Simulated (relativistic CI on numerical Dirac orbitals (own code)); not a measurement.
## Electric-dipole transitions in Pb9+

These numbers are calculated, not measured: Dirac-Coulomb-Breit CI, KLI orbitals optimised for each configuration, a model potential for QED, unscaled Slater integrals (own radial code, finite nucleus).

CI space (outside the closed core [Kr] 4d10 4f14): 5s2 5p6 5d5, 5s2 5p6 5d4 6s, 5s2 5p6 5d4 5f, 5s2 5p5 5d6, 5s2 5p6 5d4 6p, 5s2 5p6 5d4 5g, 5s2 5p6 5d3 6s 6p, 5s2 5p6 5d3 5f 6s, 5s2 5p6 5d4 6d, 5s 5p6 5d6, 5s2 5p5 5d5 5f, 5s2 5p6 5d4 7s, 5s2 5p6 5d4 7p, 5s2 5p6 5d4 6f, 5s2 5p5 5d5 5g, 5s2 5p6 5d4 8p, 5s2 5p6 5d3 6s2, 5s2 5p6 5d2 5f 6s2, 5s2 5p6 5d2 6s2 6p, 5s2 5p6 5d2 5g 6s2, 5s2 5p6 5d2 6s2 6d, 5s2 5p6 5d3 6p2, 5s2 5p6 5d2 6s 6p2, 5s2 5p6 5d2 5f 6p2, 5s2 5p6 5d2 6p3, 5s2 5p6 5d2 5g 6p2, 5s2 5p6 5d2 6p2 6d, 5p6 5d7, 5p5 5d8. Double excitations out of closed p, d and f shells are left out; levels of such configurations are missing from the list, as are those of other unlisted configurations, and high levels can miss mixing partners. These lack a partner that the ground configuration has and come out too high: 5s2 5p5 5d5 5f, 5s2 5p5 5d5 5g.

```tsv
λ vac (nm)	Lower	Upper	A (s⁻¹)	E lower (eV)	E upper (eV)
18.889	5s2 5p6 5d5 6S_5/2 [1]	5s2 5p6 5d4 5f 4D°_7/2 [198]	1.40e+10	0.0000	65.6377
18.942	5s2 5p6 5d5 4G_11/2 [4]	5s2 5p6 5d4 5f 4G°_11/2 [289]	1.03e+10	4.7117	70.1663
21.554	5s2 5p6 5d5 4G_11/2 [4]	5s2 5p6 5d4 6p 4F°_9/2 [155]	1.49e+10	4.7117	62.2336
21.616	5s2 5p6 5d5 2I_11/2 [11]	5s2 5p6 5d4 6p 2H°_9/2 [184]	2.27e+10	7.3553	64.7127
21.635	5s2 5p6 5d5 2I_13/2 [16]	5s2 5p6 5d4 6p 2H°_11/2 [195]	4.47e+10	8.1564	65.4639
21.790	5s2 5p6 5d5 2G_9/2 [15]	5s2 5p6 5d4 6p 2G°_7/2 [186]	2.09e+10	7.9675	64.8676
21.836	5s2 5p6 5d5 4G_11/2 [4]	5s2 5p6 5d4 6p 4G°_9/2 [147]	2.50e+10	4.7117	61.4916
21.879	5s2 5p6 5d5 2I_11/2 [11]	5s2 5p6 5d4 6p 4H°_11/2 [174]	1.61e+10	7.3553	64.0229
21.968	5s2 5p6 5d5 2I_13/2 [16]	5s2 5p6 5d4 6p 2I°_13/2 [182]	2.33e+10	8.1564	64.5954
21.992	5s2 5p6 5d5 4G_9/2 [6]	5s2 5p6 5d4 6p 4G°_9/2 [147]	1.01e+10	5.1157	61.4916
22.025	5s2 5p6 5d5 4G_9/2 [6]	5s2 5p6 5d4 6p 4F°_7/2 [146]	3.38e+10	5.1157	61.4093
22.064	5s2 5p6 5d5 4G_5/2 [2]	5s2 5p6 5d4 6p 4F°_3/2 [126]	3.56e+10	2.8843	59.0768
22.117	5s2 5p6 5d5 2I_11/2 [11]	5s2 5p6 5d4 6p 4F°_9/2 [167]	1.81e+10	7.3553	63.4136
22.173	5s2 5p6 5d5 4G_7/2 [3]	5s2 5p6 5d4 6p 4F°_5/2 [136]	2.69e+10	4.4450	60.3611
22.190	5s2 5p6 5d5 4G_11/2 [4]	5s2 5p6 5d4 6p 6F°_11/2 [139]	7.35e+09	4.7117	60.5846
22.512	5s2 5p6 5d5 6S_5/2 [1]	5s2 5p6 5d4 6p 4D°_7/2 [106]	2.14e+10	0.0000	55.0743
22.514	5s2 5p6 5d5 4G_7/2 [3]	5s2 5p6 5d4 6p 2F°_7/2 [130]	1.17e+10	4.4450	59.5142
22.549	5s2 5p6 5d5 4G_5/2 [2]	5s2 5p6 5d4 6p 2F°_5/2 [117]	1.96e+10	2.8843	57.8690
22.602	5s2 5p6 5d5 6S_5/2 [1]	5s2 5p6 5d4 6p 6P°_5/2 [105]	2.10e+10	0.0000	54.8547
22.772	5s2 5p6 5d5 4G_5/2 [2]	5s2 5p6 5d4 6p 4H°_7/2 [115]	9.15e+09	2.8843	57.3292
22.835	5s2 5p6 5d5 4G_11/2 [4]	5s2 5p6 5d4 6p 4G°_11/2 [124]	2.06e+10	4.7117	59.0066
23.007	5s2 5p6 5d5 4G_9/2 [6]	5s2 5p6 5d4 6p 4G°_11/2 [124]	8.41e+09	5.1157	59.0066
23.087	5s2 5p6 5d5 4G_7/2 [3]	5s2 5p6 5d4 6p 4H°_9/2 [119]	8.67e+09	4.4450	58.1480
59.527	5s2 5p6 5d4 6s 4H_11/2 [53]	5s2 5p6 5d4 6p 4I°_13/2 [176]	6.41e+09	43.3411	64.1692
59.862	5s2 5p6 5d4 6s 4H_9/2 [47]	5s2 5p6 5d4 6p 2I°_11/2 [161]	6.06e+09	42.1623	62.8742
59.929	5s2 5p6 5d4 6s 6D_9/2 [43]	5s2 5p6 5d4 6p 6F°_11/2 [139]	7.33e+09	39.8961	60.5846
60.142	5s2 5p6 5d4 6s 4H_13/2 [56]	5s2 5p6 5d4 6p 4I°_15/2 [180]	7.17e+09	43.9274	64.5427
60.408	5s2 5p6 5d4 6s 2I_13/2 [74]	5s2 5p6 5d4 6p 2K°_15/2 [240]	6.97e+09	47.6116	68.1360
60.563	5s2 5p6 5d4 6s 4F_9/2 [65]	5s2 5p6 5d4 6p 4G°_11/2 [212]	6.23e+09	45.7616	66.2335
61.037	5s2 5p6 5d4 6s 4G_11/2 [70]	5s2 5p6 5d4 6p 4H°_13/2 [227]	5.69e+09	47.0319	67.3449
```

Terms are leading LS components. Brackets give the number of a level in order of energy, since labels repeat. The list gives strong lines, with weight on those to low levels, without lines whose two gauges differ by over a factor of 2.5, among the lowest 400 of 12318 levels, so that lines to higher ones, which can be the strongest, are missing. Levels whose partners in the same complex of configurations lie outside the list can be far off, and so can their lines. Rates are taken at the computed energies, electric ones in the length gauge.

At this charge energies of transitions that change n are usually good to better than 1 %, and those within a shell (Δn = 0) to a few per cent. Terms inside the open d or f shell come out 10 to 20 % too wide with unscaled integrals. Levels and lines within the n = 5 or 6 shells can be off by up to 10 % or somewhat more, and those that change n by about 2 %, since core polarisation is missing.

LS names give the leading component of a level, which can be under half, so a name can repeat, a term be missing and a line seem to break the LS rules.
